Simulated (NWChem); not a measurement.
# Correlation energy of hydrogen iodide (HI)

```
I
H 1 1.6328
```
Charge 0, spin multiplicity 1.

All runs are NWChem calculations. Structure: optimised with PBE/def2-SVP with def2 effective core potentials on I, a minimum by its harmonic frequencies.

Basis set: def2-TZVP. Each correlation energy counts from its own Hartree-Fock reference.

Effective core potentials replace the inner electrons of I; spin-orbit coupling is left out. The correlated methods keep 4 core orbitals frozen. Coupled-cluster values serve here as a point of comparison, not as the truth.

```json
[
 {"method": "MP2", "correlation energy (mHa)": "?"},
 {"method": "SCS-MP2", "correlation energy (mHa)": "-446.8"},
 {"method": "CR-CCSD[T]", "correlation energy (mHa)": "-489.1"},
 {"method": "CR-CCSD(T)", "correlation energy (mHa)": "?"},
 {"method": "CCSD", "correlation energy (mHa)": "?"},
 {"method": "CCSD+T(CCSD)", "correlation energy (mHa)": "-490.9"},
 {"method": "CCSD(T)", "correlation energy (mHa)": "?"}
]
```

**Question.** Some entries are withheld; supply them.

**Answer.** 
- MP2, correlation energy (mHa): -502.8
- CR-CCSD(T), correlation energy (mHa): -488.8
- CCSD, correlation energy (mHa): -481.5
- CCSD(T), correlation energy (mHa): -490.6
